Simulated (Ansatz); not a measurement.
System: C6H5, charge 0, multiplicity 2. It need not be the lowest isomer of its formula. SMILES: [CH2]C#CC#CC
Geometry: optimised at B3LYP-D3(BJ)/def2-TZVP (Ansatz, a first-principles code).

Parts of the frozen-core correlation energy in cc-pVDZ (Ansatz, hartree). Frozen orbitals: 6; correlated occupied orbitals by spin: 15 and 14; virtual: 88 and 89. Open shells are spin-unrestricted. Spin-orbit coupling is left out. No relativistic terms.

```json
[
 {"term": "reference (HF)", "value": "-230.00408"},
 {"term": "MP2 opposite-spin", "value": "(withheld)"},
 {"term": "MP2 same-spin", "value": "(withheld)"},
 {"term": "CCSD correlation", "value": "-0.77545"},
 {"term": "(T)", "value": "(withheld)"},
 {"term": "T1 diagnostic", "value": "0.046"},
 {"term": "largest doubles amplitude", "value": "0.086"},
 {"term": "<S^2> of the reference", "value": "1.397"}
]
```

**Question.** What belongs in the gaps?

**Answer.** 
- MP2 opposite-spin, value: -0.51271
- MP2 same-spin, value: -0.18268
- (T), value: -0.03372
